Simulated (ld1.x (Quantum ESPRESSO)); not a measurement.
Scattering properties, RRKJ potential for silicon

```json
{"Element": "Si", "Generator": "ld1.x (Quantum ESPRESSO) 7.5", "Type": "norm-conserving RRKJ (Kleinman–Bylander form)", "Functional": "PBE", "Relativity": "scalar-relativistic", "Frozen core": "[Ne]", "Valence charge": "4", "Reference configuration": "3s2 3p2", "Partial waves": "3s (bound): rc 1.90 bohr; 3p (bound): rc 1.75 bohr", "Local potential": "all-electron potential smoothed inside 1.75 bohr (lloc = -1)", "Core correction": "Bessel-smoothed model core inside 1.10 bohr", "rho0": "0.01"}
```

The phase is arctan(r·u′/u) with u = r·R(r), unwrapped; energies in Ry, scanned from -3 to 5 Ry. A pole is an energy at which the radial function vanishes at the test radius. The pseudo phase is shifted by a multiple of π to meet the all-electron one at the reference energy, and phase errors are pseudo minus all-electron; the curves can meet again beyond the range given. Levels narrower than the energy grid can be missing from the lists of poles.

Task: For each channel, where are the poles, and over which energies does the pseudopotential scatter like the atom?

Result:

```csv
channel,radius (bohr),reference energy (Ry),"poles, all-electron","poles, pseudo",unbroken range about the reference energy with phases within 0.05 rad,phase error 1 Ry above the reference energy (rad)
s,2.05,-0.79,1.83,1.61,below 2.5,-0.006
p,2.05,-0.30,2.79,2.57,below 3.9,-0.009
```

Phases in the s channel:

| E (Ry) | all-electron | pseudo |
| --- | --- | --- |
| -3.00 | 1.160 | 1.157 |
| -2.52 | 1.079 | 1.075 |
| -2.04 | 0.941 | 0.937 |
| -1.56 | 0.665 | 0.661 |
| -1.08 | 0.066 | 0.064 |
| -0.60 | -0.712 | -0.713 |
| -0.12 | -1.135 | -1.139 |
| 0.36 | -1.334 | -1.341 |
| 0.84 | -1.444 | -1.456 |
| 1.32 | -1.516 | -1.533 |
| 1.80 | -1.568 | -1.594 |
| 2.28 | -1.610 | -1.651 |
| 2.76 | -1.647 | -1.714 |
| 3.24 | -1.683 | -1.807 |
| 3.72 | -1.720 | -2.014 |
| 4.20 | -1.761 | -3.037 |
| 4.68 | -1.811 | -4.322 |
